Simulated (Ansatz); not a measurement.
Isolated molecules relaxed with PBE0-D4/def2-TZVP in Ansatz; ΔE leaves out vibrations. CCSD(T)/CBS adds triple-zeta CCSD(T) − MP2 to the extrapolated MP2 energy (def2 sets, frozen cores). DFT in def2-TZVPP. Open shells (•) are unrestricted, without spin–orbit coupling. def2 core potentials past Kr. For In, Se outer-core shells are correlated without core-valence functions, which leaves a few kJ/mol of doubt a bond. Scalar relativity is left out up to krypton. Each species was taken in one conformer, which may not be the lowest.

`[F][InH][SeH]` → `[F][InH]`• + `[SeH]`•  (homolysis of the In–Se bond)

(1) What is ΔE at CCSD(T)/CBS? (An estimate is asked.)

(2) What do these levels give: LDA (SPW92), revPBE-D4, r2SCAN-D4, revPBE, RPA@PBE/def2-TZVPP, CCSD/def2-TZVPP? (An estimate is asked.)

Largest T1 diagnostic among the species: 0.021.

## Answers

(1) The calculation gave: +313.6 kJ/mol.

(2) The calculation gave: LDA (SPW92) 343.3, revPBE-D4 276.7, r2SCAN-D4 290.0, revPBE 266.9, RPA@PBE/def2-TZVPP 273.0, CCSD/def2-TZVPP 287.1 kJ/mol.

From BLYP to BHLYP (50 % exact exchange), in def2-TZVPP and without D4, ΔE moves by +11.1 kJ/mol. In def2-TZVPP, CCSD(T) changes the Hartree–Fock value by +94.8 kJ/mol (the triples alone add +9.5 kJ/mol) and MP2 by +110.8 kJ/mol; breaking electron pairs costs correlation energy, which Hartree–Fock lacks.
